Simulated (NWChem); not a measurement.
System: GaHOCl2; SMILES [OH][Ga]([Cl])[Cl]

NWChem input:

```
start job
memory heap 200 mb stack 900 mb global 1100 mb
geometry units angstroms noautosym nocenter noautoz
  Ga    -0.280503    -0.033237     0.000000
  Cl     0.720968     1.849329     0.000000
  Cl     0.829380    -1.839239     0.000000
  O     -2.043120    -0.124042     0.000000
  H     -2.474413     0.738138     0.000000
end
basis spherical
  * library pcsseg-1
end
dft
  xc kt2
  iterations 150
end
property
  shielding
end
task dft property
```

Structure relaxed at the PBE0/def2-SVP level.

GIAO values for the isolated, static molecule; σ is the absolute isotropic shielding, δ = σ(reference) − σ with the isolated reference molecule computed at the same levels (1H: tetramethylsilane, 17O: water).

Atoms are numbered as in the input.

### Question
Predict the main results of this run. (KT2/pcSseg-1, GIAO.) Quantities: σ Ga1 (ppm); σ Cl2 (ppm); σ Cl3 (ppm); δ O4 (ppm); δ H5 (ppm).

### Answer
```yaml
"σ Ga1 (ppm)": 1406.6
"σ Cl2 (ppm)": 852.3
"σ Cl3 (ppm)": 885.8
"δ O4 (ppm)": 109.6
"δ H5 (ppm)": 3.00
```
